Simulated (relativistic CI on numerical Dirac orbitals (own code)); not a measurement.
Cr²⁺ in a cubic cluster: 3s photoemission with charge transfer

Computed with a charge-transfer multiplet model of a cubic metal-ligand cluster with up to 2 ligand holes, Slater and spin-orbit integrals from Dirac-Coulomb-Breit ions, Slater integrals scaled by 0.8. The ground state mixes d4 with configurations of k ligand holes L, whose averages lie at kΔ + k(k − 1)U_dd/2; a core hole lowers each added d electron by U_cd. 300 K, Lorentzian 1.4 eV and Gaussian 0.8 eV FWHM.

Atomic integrals in eV (Slater integrals scaled, ζ unscaled), ground: F2dd 7.675, F4dd 4.768, zeta_d 0.027; with the core hole: F2dd 8.667, F4dd 5.429, zeta_d 0.034, G2cd 8.892.

Cluster parameters (eV): Δ = 3.3, U_dd = 6.3, 10Dq = 0.6, 10Dq(ligand) = 0.5, V(eg) = 1.9, V(t2g) = -0.94, final-state hopping factor = 1.

Weights, n_d and S are thermal averages at 300 K. Binding energies count from the first peak over 30 % of the highest in each spectrum, which can be another peak from case to case. The parameters are a model scan and need not match a compound or its usual spin state. Peaks in eV (height, largest 100): 0.0 (100), 4.6 (34), 9.7 (85), 17.4 (25).

Problem. Which parameters give this spectrum?
A. U_cd = 6.4 eV
B. U_cd = 7.6 eV
C. U_cd = 8.8 eV

Solution. A. U_cd = 6.4 eV; the ground state then has 4.44 d electrons and S = 2.00. The choice follows from running the model for each set and comparing peak positions and heights. Without intra-shell correlation the exchange splitting of the 3s hole comes out too large.
